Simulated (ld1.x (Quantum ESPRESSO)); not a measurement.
**caesium (Cs): variants of one TM semilocal potential**

Base potential:

ld1.x (Quantum ESPRESSO) 7.5 input, shortened:

```
&input
   title='Cs', zed=55., rel=1, dft='PBESOL', iswitch=3,
   config='[Xe] 5d0 6s0 6p0'
 /
 &inputp
   pseudotype=1, tm=.true., lloc=1,
   nlcc=.true., new_core_ps=.true., rcore=1.15
 /
3
6S  1  0   0.00   0.00  3.45  3.45  0.0
5D  3  2   0.00   0.00  3.45  3.45  0.0
5P  2  1   6.00   0.00  2.45  2.45  0.0
 &test
   configts(1)='5p6 5d0 6s0 6p0'
 /
```

All-electron outer shells of the reference configuration (PBEsol, scalar-relativistic, ld1.x):

```tsv
shell	level (eV)	outermost node (bohr)	outermost maximum (bohr)
5s	-31.98	0.82	1.54
5p	-18.68	0.89	1.79
6s	-5.52	2.08	4.18
5d	-4.33	1.05	2.80
6p	-3.34	2.52	5.30
```

Cutoffs, loose and tight: the cutoffs (Ry, on a coarse ladder) from which the occupation-weighted sum of valence levels, in a spherical-Bessel basis at the reference potential, stays within 10 and 1 mRy of its value at 400 Ry. They do not see the model core or the augmentation charge, which bear on the density cutoff. Test errors are all-electron minus pseudo excitation energies from the reference, over the configurations 5p6 5d0 6s1 6p0; 5p6 5d0 6s0.5 6p0; 5p6 5d0 6s0 6p1; 5p6 5d0.5 6s0.5 6p0; 5p5 5d0 6s1 6p0; 5p6 5d1 6s0 6p0. A dash means not determined; rows that change the core or the reference have their own tests. The largest error is taken over the tests solved by every variant that gives reliable tests at all: 5p5 5d0 6s1 6p0; 5p6 5d0 6s0.5 6p0; 5p6 5d0 6s1 6p0; 5p6 5d0.5 6s0.5 6p0; 5p6 5d1 6s0 6p0.

A semilocal file is local in each channel, so a ghost entry of none says nothing of the separable form that plane-wave codes build from it.

| change | outcome | cutoff, loose | cutoff, tight | bound ghosts | largest test error (meV) |
| --- | --- | --- | --- | --- | --- |
| base | generated | 18 Ry | 35 Ry | none | -83 |
| wave 6s (bound): rc 3.45 bohr becomes 6s (bound): rc 4.90 bohr | generated | 18 Ry | 35 Ry | none | -116 |
| core correction Bessel-smoothed model core inside 1.78 bohr | generated | 18 Ry | 35 Ry | none | -84 |
| wave 5d (bound): rc 3.45 bohr becomes 5d (bound): rc 4.02 bohr | generated | 18 Ry | 35 Ry | none | -83 |
| reference 5p6 5d0 6s1 6p0 | generated | 18 Ry | 35 Ry | none | +46 over the solved tests; 1 of 6 tests not solved or not reliable |
| wave 5p (bound): rc 2.45 bohr becomes 5p (bound): rc 1.98 bohr | generated | 25 Ry | 45 Ry | none | -83 |
| all radii but the core radius scaled by about 1.04 (s 3.58, p 2.54, d 3.58 bohr) | generated | 15 Ry | 30 Ry | none | -100 |
